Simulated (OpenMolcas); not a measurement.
Ti2+ (d2) in a complex was computed by CASSCF with the d shell active (OpenMolcas, ANO-RCC-VDZP on the metal). Its lowest spin-free states, and all those of the highest spin:

| 2S+1 | Degeneracy | E (cm-1) |
| --- | --- | --- |
| 3 | 3 | 0.0 |
| 3 | 3 | 5996 |
| 1 | 3 | 11417 |
| 1 | 2 | 11874 |
| 3 | 1 | 12996 |
| 3 | 3 | 17489 |
| 1 | 3 | 19726 |
| 1 | 1 | 21175 |
| 1 | 3 | 21827 |
| 1 | 2 | 26382 |
| 1 | 1 | 45586 |

Q: Is the site octahedral, tetrahedral or cube-like, axial, or of lower symmetry?

A: The states with 2S+1 = 3 have orbital degeneracies 3, 3, 1, 3. Threefold states need a cubic site. For d2 at this spin an octahedron puts the threefold T1 below the threefold T2 and a tetrahedron or cube puts the single A2 below the threefold T2, so the site is octahedral. The run had Ti2+ with 6 ligands (chloride) in octahedral coordination (Oh) at 2.56 Å. A charge of +0.667 e stands 2.8 Å behind each ligand. Ligand basis ANO-RCC-VDZP.

An orbital triplet at a regular site is open to Jahn-Teller coupling, which can distort the site and quench the lowest spin-orbit gaps and is left out. Without dynamic correlation the repulsion within the d shell is too large (B by tens of per cent), so at a given field states of lower spin stand too high. Ligand-to-metal charge-transfer states are missing. With no ligand orbital active B as a rule stays too high, so bands that hang on it stand too high and its fall with covalency is understated. With metal d orbitals alone and no dynamic correlation the field as a rule comes out too small, by tens of per cent, by up to half for chloride and softer ligands. The distance lies 2 % under the 2.62 Å that this model takes as the normal distance (a Shannon-type radius plus a fixed donor radius); by an R⁻⁵ law this alone changes a d-shell field by about +12 %. No measured value stands beside these numbers; the geometry is a model, was not optimised and need not be the one that this ion takes.
